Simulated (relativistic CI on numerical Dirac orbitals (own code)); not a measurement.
## Radial parameters of As27+

Method of calculation: Dirac-Coulomb-Breit CI, KLI orbitals optimised for each configuration, QED by a radiative potential, unscaled Slater integrals (own radial code, finite nucleus).

Slater integrals F^k, G^k are unscaled and averaged over j, outside the closed core 1s2; ζ comes from projecting the Hamiltonian with its Breit term on Σ l·s of the shell.

- 2s²2p²: F^2(2p,2p) = 583270, ζ(2p) = 221370 cm⁻¹; <r>(2p) = 0.1636, <r^2>(2p) = 0.03238 (bohr units).
- 2s2p³: F^2(2p,2p) = 582040, G^1(2s,2p) = 620200, ζ(2p) = 219700 cm⁻¹; <r>(2s) = 0.1905, <r^2>(2s) = 0.04255, <r>(2p) = 0.164, <r^2>(2p) = 0.03252 (bohr units).
- 2p⁴: F^2(2p,2p) = 580150, ζ(2p) = 218080 cm⁻¹; <r>(2p) = 0.1645, <r^2>(2p) = 0.03272 (bohr units).

Averages of the first 10 configurations, taken without configuration mixing, which lowers the lowest level and can move excited configurations by several eV; other configurations of the list can lie among them:

```csv
Configuration,Parity,States,Average energy above the lowest level (eV)
2s²2p²,even,15,56.7
2s2p³,odd,40,188.3
2p⁴,even,15,345.0
2p³3s,odd,40,1941.2
2p³3p,even,120,1979.8
2p³3d,odd,200,2018.2
2s²2p3s,odd,12,1686.6
2s²2p3p,even,36,1728.9
2s²2p3d,odd,60,1767.6
2s2p²3s,even,60,1801.2
```
